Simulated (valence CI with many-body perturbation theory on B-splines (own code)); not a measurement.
## E1 transitions of Eu L

Level of theory: configuration interaction combined with many-body perturbation theory (CI+MBPT): four valence electrons over a frozen Dirac-Fock core [Ne], a basis of 11 s, 11 p, 10 d, 8 f, 5 g, 2 h functions for each j, with the one-electron correlation potential Σ1, the two-electron term Σ2, the three-electron term Σ3, Breit, model QED; selected CI, second order for the rest, scaled by the run's own slope (own B-spline code, finite nucleus).

The last digits are not significant, and no measured levels were compared; by estimate large intervals hold to a few tenths of a per cent, small ones and those within an open d or f shell to about a per cent. Among the levels kept, up to 590 cm⁻¹ of a level comes from second order outside the variational space, and about a tenth of that is noise between levels of different J, which matters for small intervals.

Lines 101 to 150 of 575 in falling wavelength, among levels below 1027.7 eV, chosen from the strongest by gf and those to the six lowest levels. Wavelengths and rates use the calculated energies. Electric multipoles are in the length gauge, E1 and E2 with the static RPA response of the core. Weak lines are less certain than strong ones. Lines between different terms over intervals too small for the method are left out, as are lines whose strength nearly cancels. Where a level lies close to another of its J and parity, the split of strength between their lines is uncertain. The highest levels of a list are the least certain.

Levels are named by their leading jj configuration (3d3/2^4 stands for four electrons in 3d with j = 3/2), which in mixed levels can hold well under half, so a name can repeat and another be missing. Letters in brackets count levels of one name in rising energy.

| λ vac (Å) | Upper | Lower | A (s⁻¹) | log gf | Branch % |
| --- | --- | --- | --- | --- | --- |
| 60.46 | (3s 3p1/2 3d5/2^2) J=4 [a] | (3s 3p1/2 3p3/2 3d5/2) J=3 [c] | 2.10e+10 | -0.98 | 5.0 |
| 60.30 | (3s^2 3p1/2 3d3/2) J=1 | (3s^2 3p1/2 3p3/2) J=2 | 3.08e+09 | -2.30 | 0.2 |
| 59.97 | (3s 3p1/2 3d5/2^2) J=3 [a] | (3s 3p1/2 3p3/2 3d5/2) J=2 [c] | 2.47e+10 | -1.03 | 7.9 |
| 59.29 | (3s 3p1/2 3d5/2^2) J=4 [b] | (3s 3p1/2 3p3/2 3d5/2) J=3 [d] | 1.05e+11 | -0.30 | 33.9 |
| 58.76 | (3s 3p1/2 3d5/2^2) J=3 [b] | (3s 3p1/2 3p3/2 3d5/2) J=2 [c] | 4.27e+10 | -0.81 | 9.3 |
| 58.73 | (3s 3p1/2 3d5/2^2) J=5 | (3s 3p1/2 3p3/2 3d5/2) J=4 [c] | 4.17e+10 | -0.62 | 20.1 |
| 58.61 | (3s 3p1/2 3d3/2 3d5/2) J=3 [b] | (3s 3p1/2 3p3/2 3d3/2) J=3 [c] | 2.28e+10 | -1.09 | 7.9 |
| 58.53 | (3s^2 3d5/2^2) J=4 | (3s^2 3p3/2 3d5/2) J=3 | 1.32e+11 | -0.22 | 56.6 |
| 58.49 | (3s 3p1/2 3d5/2^2) J=3 [b] | (3s 3p1/2 3p3/2 3d5/2) J=3 [d] | 3.79e+10 | -0.87 | 8.2 |
| 58.11 | (3s^2 3p1/2 3d3/2) J=1 | (3s^2 3p1/2 3p3/2) J=1 | 1.48e+09 | -2.65 | 0.1 |
| 58.08 | (3s 3p1/2 3d3/2 3d5/2) J=4 [b] | (3s 3p1/2 3p3/2 3d3/2) J=3 [c] | 5.48e+10 | -0.60 | 23.9 |
| 57.81 | (3s 3p1/2 3d5/2^2) J=2 [b] | (3s 3p1/2 3p3/2 3d5/2) J=2 [c] | 3.27e+10 | -1.09 | 7.4 |
| 57.79 | (3s^2 3d5/2^2) J=2 | (3s^2 3p3/2 3d5/2) J=1 | 6.87e+10 | -0.76 | 18.2 |
| 57.37 | (3s 3p1/2 3d5/2^2) J=1 [a] | (3s 3p1/2 3p3/2 3d5/2) J=0 | 5.65e+10 | -1.08 | 10.7 |
| 57.35 | (3s 3p1/2 3d3/2 3d5/2) J=3 [d] | (3s 3p1/2 3p3/2 3d3/2) J=2 [e] | 8.16e+10 | -0.55 | 9.6 |
| 57.22 | (3s 3p1/2 3d5/2^2) J=4 [a] | (3s 3p1/2 3p3/2 3d5/2) J=3 [b] | 6.61e+10 | -0.53 | 15.6 |
| 56.87 | (3s 3p3/2^2 3d5/2) J=1 [a] | (3s 3p3/2^3) J=2 | 5.03e+10 | -1.14 | 4.8 |
| 56.64 | (3s 3p1/2^2 3d5/2) J=2 | (3s 3p1/2^2 3p3/2) J=1 | 6.98e+10 | -0.78 | 54.1 |
| 56.36 | (3s 3p1/2 3d3/2 3d5/2) J=1 [c] | (3s 3p1/2 3p3/2 3d3/2) J=1 [c] | 6.17e+10 | -1.05 | 13.8 |
| 56.28 | (3s 3p1/2 3p3/2 3d5/2) J=3 [a] | (3s 3p1/2 3p3/2^2) J=3 | 2.41e+10 | -1.10 | 10.3 |
| 56.27 | (3s^2 3p3/2 3d5/2) J=2 | (3s^2 3p3/2^2) J=2 | 5.91e+10 | -0.85 | 94.2 |
| 56.26 | (3s 3p1/2 3d5/2^2) J=1 [a] | (3s 3p1/2 3p3/2 3d5/2) J=1 [c] | 8.90e+10 | -0.90 | 16.8 |
| 55.96 | (3s^2 3d5/2^2) J=2 | (3s^2 3p3/2 3d5/2) J=3 | 3.40e+10 | -1.10 | 9.0 |
| 55.66 | (3s 3p1/2 3d5/2^2) J=4 [b] | (3s 3p1/2 3p3/2 3d5/2) J=4 [c] | 4.71e+10 | -0.71 | 15.2 |
| 55.64 | (3s 3p1/2 3d5/2^2) J=5 | (3s 3p1/2 3p3/2 3d5/2) J=4 [b] | 8.21e+10 | -0.38 | 39.5 |
| 55.51 | (3s^2 3p1/2 3d5/2) J=2 | (3s^2 3p1/2 3p3/2) J=2 | 1.67e+10 | -1.41 | 12.6 |
| 55.48 | (3s^2 3d3/2 3d5/2) J=3 | (3s^2 3p3/2 3d3/2) J=2 | 8.65e+10 | -0.55 | 7.1 |
| 55.31 | (3s 3p1/2 3p3/2 3d5/2) J=2 [a] | (3s 3p1/2 3p3/2^2) J=2 [a] | 6.77e+10 | -0.81 | 29.4 |
| 55.22 | (3s^2 3p1/2 3d5/2) J=3 | (3s^2 3p1/2 3p3/2) J=2 | 8.48e+10 | -0.57 | 100.0 |
| 55.08 | (3s 3p1/2 3d3/2 3d5/2) J=3 [b] | (3s 3p1/2 3p3/2 3d3/2) J=2 [c] | 6.25e+10 | -0.70 | 21.7 |
| 54.96 | (3s 3p1/2 3d5/2^2) J=4 [a] | (3s 3p1/2 3p3/2 3d5/2) J=3 [a] | 9.33e+10 | -0.42 | 22.0 |
| 54.78 | (3p1/2^2 3p3/2 3d5/2) J=2 | (3s 3p1/2 3p3/2 3d3/2) J=2 [a] | 3.62e+10 | -1.09 | 9.7 |
| 54.70 | (3s 3p1/2 3d5/2^2) J=2 [b] | (3s 3p1/2 3p3/2 3d5/2) J=1 [b] | 3.82e+10 | -1.07 | 8.6 |
| 54.67 | (3p1/2^2 3d3/2 3d5/2) J=2 | (3p1/2^2 3p3/2 3d3/2) J=1 | 3.93e+10 | -1.06 | 17.7 |
| 54.37 | (3s 3p1/2 3d3/2 3d5/2) J=4 [c] | (3s 3p1/2 3p3/2 3d3/2) J=3 [c] | 2.90e+10 | -0.94 | 3.8 |
| 54.34 | (3s 3p1/2 3p3/2 3d5/2) J=0 | (3s 3p1/2 3p3/2^2) J=1 [b] | 2.10e+11 | -1.03 | 32.7 |
| 54.12 | (3s 3p3/2^2 3d5/2) J=1 [b] | (3s 3p3/2^3) J=1 | 2.00e+11 | -0.58 | 14.4 |
| 54.09 | (3s 3p1/2 3p3/2 3d5/2) J=3 [b] | (3s 3p1/2 3p3/2^2) J=3 | 5.99e+10 | -0.74 | 16.6 |
| 54.09 | (3s 3p1/2 3d3/2 3d5/2) J=2 [b] | (3s 3p1/2 3p3/2 3d3/2) J=2 [c] | 6.96e+10 | -0.82 | 22.8 |
| 54.01 | (3s 3p1/2 3d3/2 3d5/2) J=3 [c] | (3s 3p1/2 3p3/2 3d3/2) J=2 [d] | 9.09e+10 | -0.56 | 9.2 |
| 53.87 | (3p1/2^2 3d3/2 3d5/2) J=3 | (3p1/2^2 3p3/2 3d3/2) J=2 | 6.60e+10 | -0.70 | 31.9 |
| 53.74 | (3s 3p3/2 3d3/2 3d5/2) J=1 | (3p1/2 3p3/2^3) J=1 | 7.67e+10 | -1.00 | 4.9 |
| 53.72 | (3s 3p1/2 3p3/2 3d5/2) J=4 [b] | (3s 3p1/2 3p3/2^2) J=3 | 9.19e+10 | -0.45 | 66.8 |
| 53.69 | (3s 3p1/2 3d3/2 3d5/2) J=3 [a] | (3s 3p1/2 3p3/2 3d3/2) J=2 [b] | 1.18e+11 | -0.45 | 33.7 |
| 53.65 | (3s^2 3p1/2 3d5/2) J=2 | (3s^2 3p1/2 3p3/2) J=1 | 1.15e+11 | -0.60 | 87.3 |
| 53.61 | (3s 3p1/2^2 3d5/2) J=3 | (3s 3p1/2^2 3p3/2) J=2 | 9.10e+10 | -0.56 | 78.1 |
| 53.59 | (3s^2 3d3/2 3d5/2) J=2 | (3s^2 3p3/2 3d3/2) J=1 | 7.93e+10 | -0.77 | 6.0 |
| 53.56 | (3s 3p1/2 3d5/2^2) J=1 [b] | (3s 3p1/2 3p3/2 3d5/2) J=2 [c] | 6.09e+10 | -1.10 | 10.1 |
| 53.46 | (3p1/2 3p3/2^2 3d5/2) J=1 [b] | (3p1/2 3p3/2^3) J=1 | 1.33e+11 | -0.77 | 9.5 |
| 53.45 | (3s^2 3d3/2 3d5/2) J=4 | (3s^2 3p3/2 3d3/2) J=3 | 1.41e+11 | -0.26 | 16.4 |

Question: How does gf follow from A for the line at 54.12 Å?

Answer: gf = 1.4992 × (2J+1)_upper × A / σ², with σ = 1847852 cm⁻¹ and 2J+1 = 3: gf = 0.264.
